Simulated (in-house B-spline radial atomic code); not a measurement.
**Ionising Mg II (Mg+) with different functionals**

Computed with an all-electron radial atomic-structure program (B-spline basis): scalar-relativistic (spin-free X2C) Hamiltonian, Fermi nucleus of rms radius 3.057 fm, spin-polarised at highest spin, spherical fractional occupations for the functionals, and exact exchange of hybrids averaged over the configuration. The ionisation energy is the difference of two self-consistent energies, [Ne] 3s1 → [He] 2s2 2p6, without Breit or QED terms; ε is the level of the shell that loses the electron (its least bound occupied spin orbital).

```csv
method,rung,ΔSCF (eV),-ε(3s) (eV)
PBE0,global hybrid,15.26,12.73
B3LYP,global hybrid,15.51,12.63
TPSSh,global hybrid,15.08,12.18
BHandHLYP,global hybrid,15.32,13.46
r2SCAN0,global hybrid,15.06,12.83
B97-1,global hybrid,15.02,12.40
HSE06,range-separated hybrid,15.26,12.34
wB97X,range-separated hybrid,14.64,14.55
CAM-B3LYP,range-separated hybrid,15.49,13.96
LC-wPBE,range-separated hybrid,15.18,15.04
```

Q: Among the functionals, which spreads more, the ΔSCF values or the orbital energies?

A: The orbital energies: ΔSCF values span about 0.87 eV and the orbital energies 2.86 eV.

Q: How do they compare with the NIST value?

A: NIST lists 15.035 eV (measured, ground level to ground level). Errors run from -0.40 to +0.47 eV; B97-1 is closest (-0.02 eV), but part of that can be cancellation, since the calculations leave out Breit-QED terms.
